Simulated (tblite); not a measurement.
Compound: C5H13B.
Bonds: C1–B2, B2–C3, B2–C4, C4–C5, C4–C6. Hydrogens: H7, H8, H9 on C1; H10, H11, H12 on C3; H13 on C4; H14, H15, H16 on C5; H17, H18, H19 on C6.

Computed with GFN2-xTB (tblite), gas phase: L-BFGS steps from a force-field or distance-geometry start until the largest atomic force falls under 0.01 eV/Å.

Step 30: E = -504.7410 eV
```
atom  x, y, z in Å  |  force x, y, z in eV/Å
C1     -1.5549    1.3243   -0.1460   -0.013   0.026  -0.013
B2     -0.7717   -0.0427   -0.1861    0.045   0.004   0.000
C3     -1.6328   -1.3613   -0.1099   -0.019   0.004  -0.009
C4      0.8177   -0.0828   -0.3221    0.060  -0.012   0.038
C5      1.4807   -1.1723    0.5351    0.017  -0.030   0.029
C6      1.5118    1.2608   -0.0495    0.003   0.024  -0.025
H7     -2.5971    1.2240   -0.4393   -0.031   0.008  -0.007
H8     -1.1119    2.1158   -0.7441    0.030   0.006  -0.002
H9     -1.5605    1.6856    0.8835    0.020   0.010  -0.003
H10    -2.5275   -1.2199    0.4935   -0.010  -0.047  -0.003
H11    -1.1156   -2.2440    0.2546   -0.002   0.007   0.002
H12    -1.9824   -1.5962   -1.1161   -0.014  -0.012  -0.011
H13     1.0267   -0.3469   -1.3694   -0.004   0.000   0.002
H14     1.0697   -2.1530    0.3112    0.008   0.006  -0.012
H15     1.3186   -0.9688    1.5918    0.021   0.006  -0.006
H16     2.5557   -1.2133    0.3542   -0.061   0.045   0.012
H17     1.3332    1.9623   -0.8613   -0.066   0.013   0.024
H18     1.1385    1.7031    0.8727    0.090  -0.031  -0.020
H19     2.5918    1.1344    0.0394   -0.076  -0.029   0.005
```

Step 31: E = -504.7419 eV
```
atom  x, y, z in Å  |  force x, y, z in eV/Å
C1     -1.5557    1.3248   -0.1472   -0.012   0.028  -0.005
B2     -0.7693   -0.0418   -0.1881   -0.020   0.015   0.001
C3     -1.6305   -1.3610   -0.1097   -0.020  -0.008  -0.008
C4      0.8196   -0.0825   -0.3246    0.023  -0.008   0.034
C5      1.4780   -1.1711    0.5350    0.015  -0.035   0.039
C6      1.5126    1.2594   -0.0501    0.012   0.036  -0.018
H7     -2.5997    1.2246   -0.4375    0.003   0.002  -0.011
H8     -1.1140    2.1178   -0.7450    0.020  -0.006   0.002
H9     -1.5609    1.6863    0.8827    0.028   0.003  -0.011
H10    -2.5256   -1.2248    0.4949   -0.001  -0.025  -0.010
H11    -1.1119   -2.2427    0.2549    0.005   0.002  -0.001
H12    -1.9805   -1.5978   -1.1155   -0.011  -0.007  -0.009
H13     1.0301   -0.3456   -1.3713   -0.002  -0.010  -0.010
H14     1.0635   -2.1498    0.3128    0.010  -0.020  -0.017
H15     1.3151   -0.9650    1.5905    0.011   0.011   0.018
H16     2.5525   -1.2157    0.3582   -0.028   0.042  -0.005
H17     1.3299    1.9649   -0.8565   -0.072   0.027   0.003
H18     1.1451    1.6962    0.8761    0.072  -0.016   0.003
H19     2.5919    1.1330    0.0332   -0.032  -0.031   0.004
```

Question: Estimate the geometry and energy of step 32. (The exact step hangs on the optimiser's Hessian estimate; all steps are aligned on step 31, rigid shifts and turns removed.)

Answer: E = -504.7426 eV, largest force 0.074 eV/Å
```
atom  x, y, z in Å  |  force x, y, z in eV/Å
C1     -1.5567    1.3255   -0.1481   -0.003   0.017   0.000
B2     -0.7680   -0.0408   -0.1895   -0.056   0.014   0.000
C3     -1.6291   -1.3610   -0.1099   -0.012  -0.013  -0.008
C4      0.8212   -0.0823   -0.3258   -0.019  -0.003   0.018
C5      1.4760   -1.1709    0.5357    0.003  -0.020   0.031
C6      1.5134    1.2591   -0.0509    0.007   0.023  -0.009
H7     -2.6016    1.2247   -0.4366    0.023   0.002  -0.012
H8     -1.1154    2.1192   -0.7457    0.012  -0.010   0.002
H9     -1.5605    1.6866    0.8821    0.028   0.002  -0.013
H10    -2.5240   -1.2282    0.4957    0.000  -0.010  -0.013
H11    -1.1090   -2.2416    0.2550    0.008   0.000  -0.005
H12    -1.9795   -1.5993   -1.1153   -0.007  -0.003  -0.006
H13     1.0325   -0.3448   -1.3727   -0.002  -0.015  -0.004
H14     1.0592   -2.1483    0.3136    0.014  -0.031  -0.014
H15     1.3127   -0.9622    1.5901    0.004   0.008   0.034
H16     2.5497   -1.2168    0.3606    0.008   0.033  -0.013
H17     1.3264    1.9674   -0.8533   -0.067   0.031  -0.006
H18     1.1512    1.6914    0.8785    0.052   0.000   0.024
H19     2.5917    1.1314    0.0290    0.010  -0.024  -0.007
```

The energy changes by -0.0006 eV. The first-order estimate −F·Δx gives -0.0009 eV and the mean of the old and new forces, exact on a quadratic surface, -0.0006 eV. The step makes an angle of 70° with the force vector and moves no atom by more than 0.008 Å.

The cost below is that of the whole relaxation. Time: 0.8 s. Hardware: an Arm Neoverse V2 with one thread, shared host.
